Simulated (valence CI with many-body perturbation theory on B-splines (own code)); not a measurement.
# Pr⁵¹⁺: electric-dipole lines

Calculated by relativistic CI+MBPT: six valence electrons over a frozen Dirac-Fock core [He], radial functions for each j: 9 s, 9 p, 8 d, 6 f, 3 g, 1 h, with the one-electron correlation potential Σ1, the two-electron term Σ2, the three-electron term Σ3, Breit, model QED; selected CI, second order for the rest, scaled by the run's own slope (own B-spline code, finite nucleus).

No measured spectrum was set against this ion. As an estimate, large intervals hold to a few tenths of a per cent, small ones and those within an open d or f shell to about a per cent. Among the levels kept, up to 2400 cm⁻¹ of a level comes from second order outside the variational space, and about a tenth of that is noise between levels of different J, which matters for small intervals.

Lines 51 to 100 of 207 in falling wavelength, among levels below 6245.3 eV, chosen from the strongest by gf and those to the six lowest levels. Wavelengths and rates use the calculated energies. Electric multipoles are in the length gauge with retardation, E1 and E2 with the static RPA response of the core. Weak lines are less certain than strong ones. Lines between different terms over intervals too small for the method are left out, as are lines whose strength nearly cancels. The highest levels of a list are the least certain.

Levels are named by their leading jj configuration (3d3/2^4 stands for four electrons in 3d with j = 3/2), which in mixed levels can hold well under half, so a name can repeat and another be missing. Letters in brackets count levels of one name in rising energy.

```csv
λ vac (nm),Upper,Lower,A (s⁻¹),S (a.u.)
5.233,(2s^2 2p1/2 2p3/2^2 3p3/2) J=2 [c],(2s^2 2p1/2 2p3/2^2 3s) J=1 [b],1.64e+11,5.79e-02
5.196,(2s^2 2p1/2 2p3/2^2 3d3/2) J=3 [a],(2s^2 2p1/2 2p3/2^2 3p1/2) J=2 [a],9.25e+10,4.48e-02
5.190,(2s^2 2p1/2^2 2p3/2 3d3/2) J=3,(2s^2 2p1/2^2 2p3/2 3p1/2) J=2,1.60e+11,7.73e-02
5.188,(2s^2 2p1/2 2p3/2^2 3d3/2) J=4,(2s^2 2p1/2 2p3/2^2 3p1/2) J=3,1.63e+11,1.01e-01
5.180,(2s 2p1/2^2 2p3/2^2 3s) J=3,(2s^2 2p1/2 2p3/2^2 3s) J=3,8.42e+10,4.04e-02
5.160,(2s^2 2p1/2 2p3/2^2 3p3/2) J=1 [b],(2s^2 2p1/2 2p3/2^2 3s) J=2 [b],6.83e+10,1.39e-02
5.157,(2s^2 2p1/2 2p3/2^2 3d3/2) J=1 [a],(2s^2 2p1/2 2p3/2^2 3p1/2) J=1 [a],1.35e+11,2.74e-02
5.127,(2s^2 2p1/2 2p3/2^2 3d3/2) J=2 [a],(2s^2 2p1/2 2p3/2^2 3p1/2) J=1 [a],6.55e+10,2.18e-02
5.110,(2s^2 2p1/2 2p3/2^2 3d3/2) J=0,(2s^2 2p1/2 2p3/2^2 3p1/2) J=1 [a],1.69e+11,1.11e-02
5.103,(2s^2 2p1/2^2 2p3/2 3p3/2) J=2,(2s^2 2p1/2^2 2p3/2 3s) J=1,1.42e+11,4.64e-02
5.094,(2s^2 2p1/2^2 2p3/2 3d3/2) J=1,(2s^2 2p1/2^2 2p3/2 3p1/2) J=1,1.41e+11,2.76e-02
5.068,(2s^2 2p1/2 2p3/2^2 3p3/2) J=3 [b],(2s^2 2p1/2 2p3/2^2 3s) J=2 [a],4.93e+10,2.22e-02
5.061,(2s^2 2p1/2^2 2p3/2 3d3/2) J=0,(2s^2 2p1/2^2 2p3/2 3p1/2) J=1,1.76e+11,1.13e-02
4.977,(2s 2p1/2^2 2p3/2^2 3p1/2) J=3,(2s^2 2p1/2 2p3/2^2 3p1/2) J=2 [a],5.37e+10,2.29e-02
4.958,(2s^2 2p1/2^2 2p3/2 3p3/2) J=2,(2s^2 2p1/2^2 2p3/2 3s) J=2,1.32e+11,3.98e-02
4.867,(2s^2 2p1/2 2p3/2^2 3d3/2) J=3 [b],(2s^2 2p1/2 2p3/2^2 3p1/2) J=3,9.34e+10,3.72e-02
4.867,(2s 2p1/2^2 2p3/2^2 3p1/2) J=2,(2s^2 2p1/2 2p3/2^2 3p1/2) J=1 [a],2.44e+10,6.95e-03
4.821,(2s^2 2p1/2 2p3/2^2 3p3/2) J=2 [b],(2s^2 2p1/2 2p3/2^2 3s) J=2 [b],1.53e+11,4.23e-02
4.770,(2s^2 2p1/2 2p3/2^2 3p3/2) J=1 [b],(2s^2 2p1/2 2p3/2^2 3s) J=1 [a],1.31e+11,2.10e-02
4.758,(2s 2p1/2^2 2p3/2^2 3s) J=2 [a],(2s^2 2p1/2 2p3/2^2 3s) J=1 [a],5.93e+10,1.58e-02
4.733,(2s 2p1/2^2 2p3/2^2 3s) J=3,(2s^2 2p1/2 2p3/2^2 3s) J=2 [a],8.61e+10,3.16e-02
4.728,(2s^2 2p1/2^2 2p3/2 3p3/2) J=0,(2s^2 2p1/2^2 2p3/2 3s) J=1,3.45e+11,1.80e-02
4.709,(2s^2 2p1/2 2p3/2^2 3p3/2) J=2 [b],(2s^2 2p1/2 2p3/2^2 3s) J=3,3.47e+10,8.94e-03
4.610,(2s^2 2p1/2 2p3/2^2 3p3/2) J=1 [b],(2s^2 2p1/2 2p3/2^2 3s) J=2 [a],4.92e+10,7.14e-03
4.593,(2s^2 2p1/2 2p3/2^2 3p3/2) J=2 [c],(2s^2 2p1/2 2p3/2^2 3s) J=2 [b],9.66e+10,2.31e-02
4.579,(2s^2 2p1/2 2p3/2^2 3d3/2) J=3 [b],(2s^2 2p1/2 2p3/2^2 3p1/2) J=2 [a],2.39e+10,7.94e-03
4.514,(2s 2p1/2^2 2p3/2^2 3s) J=1 [a],(2s^2 2p1/2 2p3/2^2 3s) J=1 [b],6.77e+10,9.22e-03
4.497,(2s 2p1/2^2 2p3/2^3) J=2,(2s^2 2p1/2 2p3/2^3) J=2,2.42e+10,5.44e-03
4.466,(2s 2p1/2^2 2p3/2^2 3s) J=1 [a],(2s^2 2p1/2 2p3/2^2 3s) J=0,6.52e+10,8.60e-03
4.229,(2s 2p1/2^2 2p3/2^3) J=2,(2s^2 2p1/2 2p3/2^3) J=1,3.20e+10,5.97e-03
3.957,(2s 2p1/2^2 2p3/2^2 3s) J=1 [b],(2s^2 2p1/2 2p3/2^2 3s) J=2 [b],1.06e+11,9.77e-03
3.885,(2s 2p1/2^2 2p3/2^2 3s) J=2 [b],(2s^2 2p1/2 2p3/2^2 3s) J=3,6.14e+10,8.89e-03
3.686,(2s 2p1/2^2 2p3/2^3) J=1,(2s^2 2p1/2 2p3/2^3) J=2,6.62e+10,4.91e-03
3.598,(2p1/2^2 2p3/2^4) J=0,(2s 2p1/2 2p3/2^4) J=1,3.03e+11,6.96e-03
3.504,(2s 2p1/2^2 2p3/2^3) J=1,(2s^2 2p1/2 2p3/2^3) J=1,2.41e+10,1.53e-03
1.684,(2s 2p1/2^2 2p3/2^2 3p1/2) J=2,(2s^2 2p1/2^2 2p3/2 3p1/2) J=1,3.21e+11,3.78e-03
1.684,(2s 2p1/2^2 2p3/2^2 3p1/2) J=3,(2s^2 2p1/2^2 2p3/2 3p1/2) J=2,2.54e+11,4.20e-03
1.664,(2s 2p1/2^2 2p3/2^2 3s) J=3,(2s^2 2p1/2^2 2p3/2 3s) J=2,2.42e+11,3.85e-03
1.647,(2s 2p1/2^2 2p3/2^2 3s) J=2 [a],(2s^2 2p1/2^2 2p3/2 3s) J=2,2.19e+11,2.42e-03
1.567,(2s 2p1/2^2 2p3/2^3) J=2,(2s^2 2p1/2^2 2p3/2^2) J=2,1.44e+12,1.36e-02
1.550,(2s 2p1/2 2p3/2^4) J=0,(2s^2 2p1/2 2p3/2^3) J=1,2.85e+12,5.23e-03
1.533,(2s 2p1/2^2 2p3/2^3) J=1,(2s^2 2p1/2^2 2p3/2^2) J=0,8.81e+11,4.70e-03
1.520,(2s 2p1/2 2p3/2^4) J=1,(2s^2 2p1/2 2p3/2^3) J=2,2.85e+12,1.48e-02
1.516,(2s 2p1/2^2 2p3/2^2 3s) J=2 [b],(2s^2 2p1/2^2 2p3/2 3s) J=1,3.25e+11,2.80e-03
1.516,(2s 2p1/2^2 2p3/2^2 3s) J=1 [b],(2s^2 2p1/2^2 2p3/2 3s) J=1,2.57e+12,1.32e-02
1.513,(2s 2p1/2^2 2p3/2^2 3s) J=1 [a],(2s^2 2p1/2^2 2p3/2 3s) J=2,1.60e+12,8.19e-03
1.504,(2p1/2^2 2p3/2^4) J=0,(2s 2p1/2^2 2p3/2^3) J=1,5.67e+12,9.52e-03
1.503,(2s 2p1/2^2 2p3/2^2 3s) J=2 [b],(2s^2 2p1/2^2 2p3/2 3s) J=2,2.33e+12,1.95e-02
1.491,(2s 2p1/2^2 2p3/2^2 3s) J=0,(2s^2 2p1/2^2 2p3/2 3s) J=1,1.43e+12,2.34e-03
1.488,(2s 2p1/2 2p3/2^4) J=1,(2s^2 2p1/2 2p3/2^3) J=1,4.65e+11,2.27e-03
```
